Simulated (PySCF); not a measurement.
Si(F)(Me)(NH2)2 (CH7FN2Si), SMILES C[Si](N)(N)F.

Geometry optimised at PBE-D3(BJ)/def2-SVP. The structure was generated by enumeration, and PubChem lists no compound with its InChIKey, so it may never have been made. The values are those of a single conformer.

Level of theory: PySCF with PBE/def2-TZVP.

```
Item                                                                                                           Result
---------------------------------------------------------------------------------------------  ----------------------
total energy                                                                                       -540.99484 hartree
highest occupied level                                                                                       -6.00 eV
lowest empty level                                                                                           -0.09 eV
orbital gap                                                                                                   5.91 eV
dipole moment                                                                                                  1.83 D
quadrupole, principal values (traceless, Buckingham form, about the centre of nuclear charge)  -7.76, -0.91, 8.66 D·Å
mean static polarisability                                                                       53.6 bohr³ (7.94 Å³)
polarisability, principal values                                                               48.0, 54.9, 58.0 bohr³
```
